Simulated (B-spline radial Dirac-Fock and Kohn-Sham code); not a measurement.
**Electron momentum distribution of Mo³⁹⁺: Compton profiles**

System: molybdenum as Mo³⁹⁺ in the configuration [He] 2s1.

The computed values come from a radial B-spline solver: the impulse approximation on Dirac-Fock densities. pz is in atomic units of momentum; subshell profiles are per electron, for a selection of subshells; open shells are spread over both j values by their weights.

```tsv
pz	J total	J 1s1/2	J 2s1/2
0	0.1043	0.0196	0.0650
0.57	0.1039	0.0196	0.0647
0.81	0.1035	0.0196	0.0643
1.1	0.1029	0.0196	0.0637
1.6	0.1013	0.0196	0.0622
2.3	0.09833	0.0195	0.0594
3.3	0.09257	0.0193	0.0540
4.6	0.08336	0.0190	0.0454
6.6	0.06797	0.0183	0.0314
9.3	0.05010	0.0171	0.0160
13	0.03524	0.0150	0.00516
19	0.02476	0.0114	0.00191
26	0.01712	0.00767	0.00177
37	0.008466	0.00375	0.000957
53	0.002868	0.00129	0.000282
75	0.0007483	0.000343	6.22e-05
```

J(0) = 0.1043. The 2s1/2 subshell gives the largest part, 62 %.

Mean momentum ⟨p⟩ by subshell (a.u.): 1s1/2 37.6, 2s1/2 14.4.
